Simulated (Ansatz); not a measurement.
System: C$_{2}$H$_{2}$Cl, charge 0, doublet. C2H2Cl (SMILES [H]/[C]=C\Cl, doublet).
B3LYP-D3(BJ)/def2-TZVP minimum from Ansatz (a quantum-chemistry and plane-wave program):
```xyz
5

C      1.7016    -0.2584     0.0228
C      0.6654     0.5164     0.0131
Cl    -0.9934    -0.1090    -0.0151
H      1.9960    -1.2918     0.0201
H      0.6906     1.5972     0.0208
```
Charge 0, spin multiplicity 2.

Total energies in hartree (Ansatz). Radicals and triplets start from unrestricted determinants; spin-orbit coupling is neglected. Correlated methods leave the cores frozen. No relativity. For partners of very few electrons the exact lower level stands in for a higher one. The UHF reference of C2H2Cl ([H]/[C]=C\Cl, doublet) is spin-contaminated (<S^2> up to 0.20 over the pure value in the sets run).

```tsv
species	HF/cc-pV(T+d)Z	CCSD(T)/cc-pV(T+d)Z	HF/cc-pV(Q+d)Z	CCSD(T)/cc-pV(Q+d)Z	CCSD(T)/cc-pV(D+d)Z	CCSDT(Q)/cc-pV(D+d)Z
1: C2H2Cl (SMILES [H]/[C]=C\Cl, doublet)	-536.35607	-536.88771	-536.36458	-536.93252	-536.73917	-536.74177
2: C (triplet)	-37.69157	-37.78076	-37.69331	-37.78654	-37.76038	-37.76071
3: Cl (doublet)	-459.48556	-459.67356	-459.48916	-459.69449	-459.60403	-459.60445
4: H (doublet)	-0.49981	-0.49981	-0.49995	-0.49995	-0.49928	-0.49928
```

**Question.** Work out the atomisation energy (electronic, to ground-state atoms) in kJ/mol: take Hartree-Fock from cc-pV(Q+d)Z, extrapolate the CCSD(T) correlation energy as X^-3 (X = 3, 4), and add CCSDT(Q) - CCSD(T) in cc-pV(D+d)Z. 1 hartree = 2625.5 kJ/mol.

**Answer.** 
Species 1: correlation (64·(-0.56794) - 27·(-0.53164))/37 = -0.59443; step -0.00260; E1 = -536.36458 + (-0.59443) + (-0.00260) = -536.96161
Species 2: correlation (64·(-0.09323) - 27·(-0.08919))/37 = -0.09618; step -0.00033; E2 = -37.69331 + (-0.09618) + (-0.00033) = -37.78982
Species 3: correlation (64·(-0.20533) - 27·(-0.18800))/37 = -0.21798; step -0.00042; E3 = -459.48916 + (-0.21798) + (-0.00042) = -459.70756
Species 4: correlation (64·(0.00000) - 27·(0.00000))/37 = 0.00000; step +0.00000; E4 = -0.49995 + (0.00000) + (+0.00000) = -0.49995
-1·E1 +2·E2 +1·E3 +2·E4 = 0.67451 hartree = 1770.9 kJ/mol.
